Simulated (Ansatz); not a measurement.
Pb₃⁻. The state is a quartet with charge -1. Geometry PBE0-D4/def2-SVPD; atoms count from 1.

```tsv
atom	x (Å)	y (Å)	z (Å)
Pb1	0.5035	1.7553	-0.1473
Pb2	0.0282	-0.6699	1.5238
Pb3	-0.5317	-1.0854	-1.3765
```

In the def2 sets Pb takes a core potential; there is no spin–orbit coupling. The charge -1 quartet is spin-contaminated (final ⟨S²⟩ up to 3.92, 3.75 for a pure state). The highest occupied level of the charge -1 quartet lies above zero (up to 0.25 eV). It is a level of α spin, whose loss leaves a triplet; that state wasn't run at this geometry and level. The electron is either unbound and held by the finite basis, or the level is raised by self-interaction error. At PBE0-D4/def2-TZVPD a doublet of charge -1 lies 0.91 eV below the quartet, each at its own geometry. The structure comes from a short search, and lower isomers may exist.

**Question.** Estimate the Mulliken populations from the PBE0/def2-TZVPD orbitals of Ansatz.

**Answer.** 
| atom | charge (e) | spin (α − β) |
| --- | --- | --- |
| Pb1 | -0.36 | 1.46 |
| Pb2 | -0.27 | 0.08 |
| Pb3 | -0.36 | 1.46 |
Mulliken values and Mayer orders depend strongly on the basis. With diffuse functions, as here, like atoms can get unlike values, and bond orders can come out too low or too high.

**Question.** Where does the spin sit?

**Answer.** Summed by element: Pb 3.00, of 3 unpaired in all. Largest on single atoms: Pb1 1.46, Pb3 1.46, Pb2 0.08.

**Question.** And the Mayer bond orders between bonded heavy atoms (over 0.3)?

**Answer.** Pb1–Pb2 1.18 (2.98 Å); Pb1–Pb3 0.77 (3.26 Å); Pb2–Pb3 1.18 (2.98 Å).
